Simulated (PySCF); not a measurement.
Predicted microwave data (PBE0-D3(BJ)/def2-SVP geometry optimisation, gas phase in PySCF 2.14.0) for one isomer of C7H6ClOP:

- Rotational constants: A = 1443, B = 711.1, C = 477.8 MHz
- Dipole components: |μa| = 1.32 D, |μb| = 2.41 D, |μc| = 0.07 D
- Inertial defect: -3.17 u·Å²
- κ: -0.52

Question: Which candidate fits, each taken in the one conformer that was computed?
A. `[CH3:1][c:2]1[cH:3][p:4][c:5]([Cl:6])[cH:7][c:8]1[CH:9]=[O:10]` with C7–C8–C9–O10 0°
B. `[CH3:1][C:2](=[O:3])[c:4]1[p:5][cH:6][cH:7][cH:8][c:9]1[Cl:10]` with C1–C2–C4–P5 -134°
C. `[CH3:1][c:2]1[cH:3][c:4]([Cl:5])[p:6][c:7]([CH:8]=[O:9])[cH:10]1` with P6–C7–C8–O9 180°

Answer: C. It is Cc1cc(Cl)pc(C=O)c1, an asymmetric top. The candidates at the same level (rigid rotor, commonest isotopes):

| SMILES | A (MHz) | B (MHz) | C (MHz) | μa (D) | μb (D) | μc (D) | Δ (u·Å²) | point group | rotor |
| --- | --- | --- | --- | --- | --- | --- | --- | --- | --- |
| CC(=O)c1pcccc1Cl | 1265 | 1003 | 590.6 | 1.37 | 2.80 | 1.50 | -47.82 | C1 | asymmetric top |
| Cc1cpc(Cl)cc1C=O | 1394 | 757.8 | 492.4 | 2.24 | 2.87 | 0.00 | -3.17 | Cs | asymmetric top |
| Cc1cc(Cl)pc(C=O)c1 | 1443 | 711.1 | 477.8 | 1.32 | 2.41 | 0.07 | -3.17 | – | asymmetric top |

`CC(=O)c1pcccc1Cl` has B 41 % too high; `Cc1cpc(Cl)cc1C=O` has B 7 % too high. No structure here is proved a minimum.
